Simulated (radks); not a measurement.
The numbers below are computed, except where a source is named.
F-, 10 electrons, occupied as [Ne]. Code: a radial shooting solver on a logarithmic mesh with Libxc functionals. Model: scalar-relativistic Kohn-Sham, r2SCAN, spin-polarised, spherical densities, finite nucleus; meta-GGA in the generalised Kohn-Sham scheme; Fermi nuclear charge, rms radius 2.8976 fm; Watson sphere of charge +1 and radius 2.24 bohr.

Local quantities along the radius. ELF = 1/(1 + alpha^2) is the electron localisation function; alpha = (tau - tau_W)/tau_unif compares the Pauli kinetic energy density with that of the uniform gas (summed over spins); r v_xc is r times the local exchange-correlation potential of spin up (hartree bohr, multiplicative part alone). tau is taken from the large components.

r (bohr)	ELF	alpha	r v_xc
0.008592	1.000	0.004581	-0.1039
0.01066	1.000	0.004805	-0.1203
0.01323	1.000	0.005106	-0.1402
0.01629	1.000	0.005494	-0.1631
0.02022	1.000	0.006043	-0.1912
0.0251	1.000	0.006809	-0.2242
0.03115	1.000	0.007904	-0.2624
0.03866	1.000	0.009524	-0.3059
0.04798	1.000	0.01202	-0.3541
0.05955	1.000	0.01607	-0.4062
0.07391	0.999	0.02309	-0.4602
0.09172	0.999	0.03623	-0.5134
0.1129	0.996	0.06184	-0.5621
0.1402	0.985	0.1217	-0.6120
0.174	0.931	0.2729	-0.6692
0.2159	0.686	0.6762	-0.5949
0.2679	0.275	1.625	-0.4001
0.3325	0.132	2.569	-0.4880
0.4127	0.206	1.966	-0.6140
0.5122	0.496	1.008	-0.7654
0.6357	0.742	0.5891	-0.8618
0.7827	0.832	0.4498	-0.9143
0.9714	0.852	0.4160	-0.9562
1.206	0.832	0.4495	-0.9507
1.496	0.767	0.5507	-0.9065
1.857	0.643	0.7457	-0.8187
2.305	0.452	1.100	-0.6487
2.861	0.235	1.807	-0.4134
3.55	0.081	3.361	-0.2649
4.406	0.018	7.303	-0.2164

On this mesh the ELF has minima near r = 0.33 bohr, which separate the shells, and maxima near 0.97 (0.85).
